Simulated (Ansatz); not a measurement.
CH₈AlSbSi, SMILES `C[SiH]([AlH2])[SbH2]`. Charge 0, multiplicity 1. Sb: def2 effective core potential. The structure was optimised at the PBE0-D4/def2-TZVP level.

```xyz
12

C    -0.282   -1.847   -0.792
Si    0.640   -0.598    0.270
Al    0.974    1.719   -0.294
Sb   -1.066    0.641    1.841
H    -0.768   -2.616   -0.189
H    -1.040   -1.345   -1.396
H     0.419   -2.340   -1.470
H     1.576   -1.286    1.204
H     0.127    2.344   -1.483
H     2.070    2.530    0.521
H    -0.426    2.160    1.207
H    -2.223    0.639    0.582
```

Question: What is the dipole moment at ωB97M-V/def2-TZVPP? (An estimate is asked.)

Answer: The calculation gave: 1.98 D, with components (-0.71, -1.85, 0.07) D in this frame, pointing from negative to positive charge.

Question: And with PBE, r2SCAN, B3LYP? (Best estimate.)

Answer: Computed: PBE 2.06 D, r2SCAN 2.09 D, B3LYP 2.03 D.

Question: Give the Mulliken charges with ωB97M-V, PBE, r2SCAN in def2-TZVPP. (An estimate is asked.)

Answer: The calculation gave: 
```tsv
atom	ωB97M-V	PBE	r2SCAN
C1	-0.43	-0.36	-0.28
Si2	0.00	-0.02	0.00
Al3	0.27	0.25	0.39
Sb4	0.14	0.22	0.24
H5	0.13	0.11	0.08
H6	0.13	0.12	0.08
H7	0.13	0.12	0.09
H8	-0.02	-0.06	-0.08
H9	-0.12	-0.12	-0.16
H10	-0.12	-0.12	-0.17
H11	-0.08	-0.07	-0.10
H12	-0.04	-0.06	-0.08
```

B3LYP here is the variant with VWN-RPA as its local correlation; programs differ in this.
